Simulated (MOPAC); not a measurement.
MOPAC input (AM1):

```
AM1 PRECISE GNORM=0.05 LET XYZ UHF MS=0.5 GEO-OK AUX(PRECISION=9) THREADS=1
C2H8ClSi2

C    -0.07353600 1   -2.30902200 1    0.43568000 1
Si    0.68115300 1   -0.98115600 1   -0.66123000 1
C     2.31470600 1   -0.37499400 1    0.03506000 1
Si   -0.77124600 1    0.85946200 1   -0.82481900 1
Cl   -1.07060900 1    1.60260300 1    1.10841200 1
H     0.61424400 1   -3.15182100 1    0.54178000 1
H    -0.27944900 1   -1.90864400 1    1.42985100 1
H    -1.00988800 1   -2.68340100 1    0.01991600 1
H     0.86763700 1   -1.50318800 1   -2.04121400 1
H     2.77784000 1    0.36097600 1   -0.62361400 1
H     2.16304200 1    0.09196600 1    1.01008700 1
H     3.01163200 1   -1.20642100 1    0.16148300 1
H    -2.13042000 1    0.56409300 1   -1.36103200 1
```

Output:

```
 *******************************************************************************
 **                                                                           **
 **                              MOPAC v23.2.5                                **
 **                                                                           **
 *******************************************************************************
 ** MOPAC's Digital Object Identifier: https://doi.org/10.5281/zenodo.6511958 **
 **                                                                           **
 ** Please cite the open-source release paper for use of this MOPAC version:  **
 ** J. E. Moussa and J. J. P. Stewart (2026)                                  **
 ** MOPAC: An open-source semiempirical molecular orbital program             **
 ** J. Open Source Softw., 11(119), 8025, https://doi.org/10.21105/joss.08025 **
 *******************************************************************************

                              AM1 CALCULATION RESULTS

 *******************************************************************************
 *  AM1        - The AM1 Hamiltonian to be used
 *  GEO-OK     - OVERRIDE INTERATOMIC DISTANCE AND OTHER SAFETY CHECKS
 *  UHF        - UNRESTRICTED HARTREE-FOCK CALCULATION
 *  MS=        - IN MECI, MAGNETIC COMPONENT OF SPIN =  0.5
 *  LET        - OVERRIDE SOME SAFETY CHECKS
 *  PRECISE    - TIGHTER CRITERIA TO BE USED
 *  XYZ        - CARTESIAN COORDINATE SYSTEM TO BE USED
 *  GNORM      - EXIT WHEN GRADIENT NORM DROPS BELOW 0.050
 *  AUX        - OUTPUT AUXILIARY INFORMATION
 *******************************************************************************
AM1 PRECISE GNORM=0.05 LET XYZ UHF MS=0.5 GEO-OK AUX(PRECISION=9) THREADS=1
 C2H8ClSi2

   ATOM   CHEMICAL          X               Y               Z
  NUMBER   SYMBOL      (ANGSTROMS)     (ANGSTROMS)     (ANGSTROMS)

     1       C         -0.07353600  *  -2.30902200  *   0.43568000  *
     2      Si          0.68115300  *  -0.98115600  *  -0.66123000  *
     3       C          2.31470600  *  -0.37499400  *   0.03506000  *
     4      Si         -0.77124600  *   0.85946200  *  -0.82481900  *
     5      Cl         -1.07060900  *   1.60260300  *   1.10841200  *
     6       H          0.61424400  *  -3.15182100  *   0.54178000  *
     7       H         -0.27944900  *  -1.90864400  *   1.42985100  *
     8       H         -1.00988800  *  -2.68340100  *   0.01991600  *
     9       H          0.86763700  *  -1.50318800  *  -2.04121400  *
    10       H          2.77784000  *   0.36097600  *  -0.62361400  *
    11       H          2.16304200  *   0.09196600  *   1.01008700  *
    12       H          3.01163200  *  -1.20642100  *   0.16148300  *
    13       H         -2.13042000  *   0.56409300  *  -1.36103200  *

          CARTESIAN COORDINATES

    NO.       ATOM           X           Y           Z

     1         C         -0.0735     -2.3090      0.4357
     2        Si          0.6812     -0.9812     -0.6612
     3         C          2.3147     -0.3750      0.0351
     4        Si         -0.7712      0.8595     -0.8248
     5        Cl         -1.0706      1.6026      1.1084
     6         H          0.6142     -3.1518      0.5418
     7         H         -0.2794     -1.9086      1.4299
     8         H         -1.0099     -2.6834      0.0199
     9         H          0.8676     -1.5032     -2.0412
    10         H          2.7778      0.3610     -0.6236
[...]
    13       H         -2.47582477  *   0.11123787  *  -0.50123957  *

                             CARTESIAN COORDINATES

   1    C        0.166676735    -2.658643878     0.052946959
   2   Si        0.684214784    -1.018229517    -0.528640808
   3    C        2.210340447    -0.443512536     0.267230078
   4   Si       -1.114037855     0.620404115    -0.344632019
   5   Cl       -0.889656134     2.358544762     0.608119861
   6    H        0.981676921    -3.402648321    -0.116205385
   7    H       -0.065453616    -2.669061495     1.142749962
   8    H       -0.735666512    -3.032753150    -0.483307915
   9    H        0.874251285    -1.057546206    -1.983682653
  10    H        2.560483889     0.531727509    -0.143123289
  11    H        2.094422741    -0.317680607     1.368419150
  12    H        3.031941665    -1.182014327     0.105863821
  13    H       -2.475824767     0.111237871    -0.501239567

           Empirical Formula: C2 H8 Si2 Cl  =    13 atoms

      MOLECULAR POINT GROUP   :   C1

          ALPHA EIGENVALUES
 -37.23246 -29.38477 -28.67587 -16.25742 -15.29594 -14.51842 -14.30901 -14.13876
 -13.61724 -13.43104 -13.33195 -12.56465 -11.81637 -11.66132 -10.11948  -8.65896
  -1.11574  -0.35892   1.40440   1.44117   1.59509   2.18365   4.13420   4.16536
   4.19635   4.22001   4.96952   5.03910

           BETA EIGENVALUES
 -37.13009 -29.37041 -28.66218 -15.86622 -15.31327 -14.53998 -14.30844 -14.05647
 -13.60307 -13.44670 -12.79061 -12.32101 -11.79784 -11.61265  -9.78412  -1.30748
  -0.77954   0.24518   1.37952   1.39812   1.89236   2.10086   4.13492   4.16843
   4.19762   4.22412   4.97219   5.04025

              NET ATOMIC CHARGES AND DIPOLE CONTRIBUTIONS

  ATOM NO.   TYPE          CHARGE      No. of ELECS.   s-Pop       p-Pop
    1          C          -0.520204        4.5202     1.26105     3.25915
    2         Si           0.798536        3.2015     0.84159     2.35987
    3          C          -0.521850        4.5218     1.26104     3.26081
    4         Si           0.147339        3.8527     0.95535     2.89731
    5         Cl          -0.207849        7.2078     1.97600     5.23185
    6          H           0.097163        0.9028     0.90284
    7          H           0.093131        0.9069     0.90687
    8          H           0.095286        0.9047     0.90471
    9          H          -0.168706        1.1687     1.16871
   10          H           0.097427        0.9026     0.90257
   11          H           0.094209        0.9058     0.90579
   12          H           0.096933        0.9031     0.90307
   13          H          -0.101415        1.1014     1.10142
 DIPOLE           X         Y         Z       TOTAL
 POINT-CHG.     0.915    -1.879    -0.992     2.313
 HYBRID        -0.094     0.119     1.000     1.011
 SUM            0.820    -1.760     0.008     1.942

          ATOMIC ORBITAL ELECTRON POPULATIONS

     Atom    s        px        py        pz
    1  C   1.26105   1.06163   1.13256   1.06496
    2 Si   0.84159   0.78006   0.76929   0.81052
    3  C   1.26104   1.12161   1.06486   1.07434
    4 Si   0.95535   1.00892   0.89115   0.99724
    5 Cl   1.97600   1.96204   1.47560   1.79422
    6  H   0.90284
    7  H   0.90687
    8  H   0.90471
    9  H   1.16871
   10  H   0.90257
   11  H   0.90579
   12  H   0.90307
   13  H   1.10142

                    (SZ)    =    0.500000
                    (S**2)  =    0.825107

          ATOMIC ORBITAL SPIN POPULATIONS

    Atom   Total    s     px     py     pz
         Atomic
    1  C  0.0213  0.003  0.002  0.013  0.003
    2 Si -0.2716 -0.049 -0.107 -0.091 -0.025
    3  C  0.0175  0.002  0.009  0.002  0.003
    4 Si  1.2748  0.189  0.140  0.199  0.747
    5 Cl  0.0419  0.001  0.007 -0.022  0.056
    6  H -0.0077 -0.008
    7  H -0.0021 -0.002
    8  H -0.0017 -0.002
    9  H  0.0219  0.022
   10  H -0.0015 -0.002
   11  H -0.0019 -0.002
   12  H -0.0078 -0.008
   13  H -0.0832 -0.083

 **********************
 *                    *
 * JOB ENDED NORMALLY *
 *                    *
 **********************

 == MOPAC DONE ==
```

The geometry given is a B3LYP-D3(BJ)/def2-TZVP minimum.
